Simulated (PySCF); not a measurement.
## Low-lying terms of Ge(4+) (germanium, charge +4)

Ground state [Ar] 3d10, ¹S. Calculation: PySCF 2.14, in aug-cc-pVDZ-PP with two added diffuse shells each of s, p, d type with ECP10MDF (7s6p5d, 50 functions); a scalar-relativistic core potential. Vertical excitation energies in eV without spin-orbit coupling; excited terms of each kind are numbered among those the solver found. Frozen: 3s2 3p6.

| term | leading excitation | EOM-EE-CCSD |
| --- | --- | --- |
| 1 3D | 3d → s | 30.783 |
| 1 1D | 3d → s | 31.457 |
| 1 3P° | 3d → p | 42.390 |
| 1 3F° | 3d → p | 42.845 |
| 1 1F° | 3d → p | 43.177 |
| 1 3D° | 3d → p | 43.639 |
| 1 1D° | 3d → p | 43.648 |
| 1 1P° | 3d → p | 43.848 |
| 1 3F | 3d → d | 59.519 |
| 1 3G | 3d → d | 59.522 |
| 1 1G | 3d → d | 59.598 |
| 2 3D | 3d → d | 59.696 |
| 2 1D | 3d → d | 59.892 |

The solver can miss terms.
